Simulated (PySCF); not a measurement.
Run record: geometry optimisation, `[F][Zr]([F])([Cl])[Cl]` (ZrF2Cl2).

Computed with PBE0-D3(BJ)/def2-SVP geometry optimisation, gas phase, def2 core potentials past Kr (PySCF 2.14.0). Start geometry: GFN2-xTB. A driver script takes a list of jobs; this job's settings line and coordinates (Å) are shown.

Input:
```
{"job": {"xc": "PBE0", "basis": "def2-SVP", "d3": "d3bj", "grid": 1, "maxiter": 30, "shake": 0.03, "kind": "geom"}, "charge": 0, "multiplicity": 1}
Zr     0.217120    -0.076850     0.121480
F     -0.026780    -0.029200     1.930540
F      1.756180     0.006270    -0.698280
Cl    -0.889450     1.776440    -0.683180
Cl    -0.982220    -1.787130    -0.732680
```

Problem. What does the run print?

Solution. 
```
step   0  E = -1166.50330090  max force = 0.112040
step   1  E = -1166.52595599  max force = 0.013887
step   2  E = -1166.52794605  max force = 0.007397
step   3  E = -1166.52908446  max force = 0.004630
step   4  E = -1166.52918492  max force = 0.002197
step   5  E = -1166.52924032  max force = 0.002021
step   6  E = -1166.52922746  max force = 0.003753
step   7  E = -1166.52926226  max force = 0.002651
step   8  E = -1166.52928939  max force = 0.000800
step   9  E = -1166.52929681  max force = 0.000555
step  10  E = -1166.52930700  max force = 0.000417
optimisation converged
```

Energies in Eh; «max force» is the largest Cartesian gradient component in Eh/bohr.

Problem. Give the first gradient maximum in eV/Å.

Solution. With 1 Eh/bohr = 51.422 eV/Å, 5.761 eV/Å.

Problem. How much energy does the optimisation release, in eV?

Solution. E(step 0) − E(last step) = 0.026006 Eh, which is 0.708 eV.

Summary of the converged run: final energy -1166.52931 Eh after 10 steps; dipole 0.22 D.

Problem. Give the final coordinates.

Solution. 0.149 Å rms from the input after alignment:
```
atom  x, y, z in Å
Zr1    0.0924   -0.0223    0.0691
F2    -0.1365   -0.0432    1.9413
F3     1.9356   -0.0224   -0.3207
Cl4   -0.9043    1.8695   -0.8598
Cl5   -0.9123   -1.8921   -0.8920
```

On an Intel Xeon at 2.60 GHz with one thread (shared host), this took 47 s and 0.38 GiB of memory at its peak.
Labels such as C1 count atoms from 1, the log's own numbers from 0.
